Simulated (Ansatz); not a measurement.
`FBN[SiH3]`, charge 0, multiplicity 1.

Give a relaxed structure at PBE0-D4/def2-TZVP (the Gaussian-basis code of Ansatz). (Estimate.)

Ansatz gave: 
Z-matrix (Å, degrees):
```
Si
N 1 1.749
H 1 1.483 2 111.0
H 1 1.485 2 106.5 3 119.3
H 1 1.483 2 111.0 3 -121.4
B 2 1.400 1 126.3 3 60.8
H 2 1.008 1 117.2 3 -119.3
F 6 1.338 2 118.2 1 -0.1
H 6 1.196 2 123.2 1 179.9
```
Point group Cs.
This is one stationary point; other conformers may exist.
